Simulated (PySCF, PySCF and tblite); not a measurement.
A run on one conformer of C₄H₁₀SSeSi, numbered as in [CH2:1]=[C:2]([CH3:3])[Si@@H:4]([SH:5])[Se:6][CH3:7], from an ensemble study. The sound level was PBE0/pcSseg-1 on GFN2-xTB geometries.

Input:

```
{"job": {"xc": "PBE00", "basis": "pcSseg-1", "kind": "nmr", "pop": false}, "charge": 0, "multiplicity": 1}
C     -1.639857     0.533278    -1.588317
C     -1.411234     0.524388    -0.283177
C     -2.485516     0.763810     0.729470
Si     0.314983     0.204932     0.408009
S      0.305534    -1.512891     1.732665
Se     1.761425    -0.128718    -1.335405
C      3.309080    -0.625990    -0.254461
H     -2.620808     0.714965    -1.999545
H     -0.848748     0.361357    -2.304094
H     -2.537766    -0.069393     1.428711
H     -3.455130     0.886896     0.252621
H     -2.260835     1.659670     1.306273
H      0.802592     1.254794     1.300620
H     -0.006762    -2.407535     0.806372
H      3.639355     0.237554     0.315611
H      4.091592    -0.944560    -0.936309
H      3.035097    -1.440526     0.411047
```

Command: OMP_NUM_THREADS=1 python ens_run.py task.json out

Output:

```
KeyError: "LibXCFunctional: name 'PBE00' not found."
```

Q: What is wrong with this calculation?

A: The setting at fault: functional unknown or not served for shieldings. PBE00 is no functional's name. The program refused the input.
